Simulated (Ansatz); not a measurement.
System: sum formula SiBr$_{2}$Cl (charge 0, doublet). It need not be the lowest isomer of its formula. 
Coordinates optimised at B3LYP-D3(BJ)/def2-TZVP (Ansatz, a first-principles code):
```
Si
Cl 1 2.0607
Br 1 2.2341 2 109.41
Br 1 2.2341 2 109.41 3 120.93
```
Charge 0, spin multiplicity 2.

Basis-set convergence of Hartree-Fock and CCSD correlation energies (hartree) with Ansatz. Correlated levels leave the core frozen unless marked. Open shells are spin-unrestricted. No spin-orbit coupling. The frozen core is the preceding noble-gas configuration, with the filled d and f shells of earlier blocks. Non-relativistic.

| basis | functions | E(HF) | E(corr, CCSD) |
|---|---|---|---|
| def2-SVPD | 133 | -5892.52262 | -0.50487 |
| def2-TZVPPD | 213 | [?] | [?] |

**Question.** Complete the blanks.

**Answer.** 
- def2-TZVPPD, E(HF): -5893.40616
- def2-TZVPPD, E(corr, CCSD): -0.64753
